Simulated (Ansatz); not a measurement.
```yaml
crystal:
  periodic: [false, false, false]
  atoms:
    - {symbol: S, position_ang: [-2.011412, 1.229488, 0.063479]}
    - {symbol: C, position_ang: [0.619167, -0.202346, 0.742498]}
    - {symbol: Si, position_ang: [0.569167, -0.202346, 0.442498]}
    - {symbol: Br, position_ang: [1.979507, -1.467543, -0.722865]}
    - {symbol: H, position_ang: [-0.953348, 0.039765, -1.683762]}
    - {symbol: H, position_ang: [0.060552, -0.994803, 1.582867]}
    - {symbol: H, position_ang: [1.293344, 1.001967, 0.904186]}
basis:
  gaussian: {orbitals: aug-pcseg-2, nuclear_model: gaussian, point_charges: [{charge: 2.00, position_ang: [5.965, -0.654, -0.488]}]}
hamiltonian: {xc: {name: PBE}, dispersion: d3bjatm}
scf: {lower_state_search: off}
output: {forces: true}
```

```sh
$ ansatz run in.yaml --threads 2 --pin off --events-out ev --progress --plain --max-ram 4352MiB
```

It prints (some lines left out):

```
Functional definition: PBE
1471 factors; their error is unknown
mean field evaluation 1: about -88639.0440 eV, gradient 3.1e2 eV
mean field evaluation 2: about -86261.9003 eV, gradient 6.8e2 eV
mean field evaluation 4: about -88397.2566 eV, gradient 3.2e2 eV
mean field evaluation 8: about -88868.1005 eV, gradient 4.2e1 eV
mean field evaluation 16: about -88876.3176 eV, gradient 2.8e-1 eV
a density is far from that of the atoms, so the factors are made again for it
1923 factors; integrals over basis functions are off by at most 9.7e-4 eV
mean field -88876.31927160 eV, -3266.1444906983 hartree, gradient 3.8e-6 eV, S^2 0.000000; 0 other end points of the search recorded, 0 dependent functions left out
reference -88876.31935625 eV, -3266.1444938093 hartree; 37, 37 occupied and 237, 237 virtual orbitals, 1923 factors
Total energy: -88876.53752794 eV, -3266.1525114711 hartree
Atom 0 at    -2.011412     1.229488     0.063479 Å, force     2.086544    -2.027166    -2.147185 eV/Å
Atom 1 at     0.619167    -0.202346     0.742498 Å, force  1136.817851     2.493033  6852.317463 eV/Å
Atom 2 at     0.569167    -0.202346     0.442498 Å, force -1137.110240     0.071869 -6848.317704 eV/Å
Atom 3 at     1.979507    -1.467543    -0.722865 Å, force     1.926114     0.813783    -0.525759 eV/Å
Atom 4 at    -0.953348     0.039765    -1.683762 Å, force    -1.227381     1.181027     1.876668 eV/Å
Atom 5 at     0.060552    -0.994803     1.582867 Å, force    -1.029507    -2.570977    -0.712019 eV/Å
Atom 6 at     1.293344     1.001967     0.904186 Å, force     0.829387     0.667168    -2.244436 eV/Å
Dipole moment:    -3.818090     0.811466     0.813608 e Å
Checks for a lower state left out: stability, starts, cluster_reference, orbital_swaps, neighbouring_geometries, increment
```

**Question.** What is wrong with this run?

**Answer.** One atom was put on top of another. Self-consistency was reached. The result belongs to that input, not to the molecule as meant.
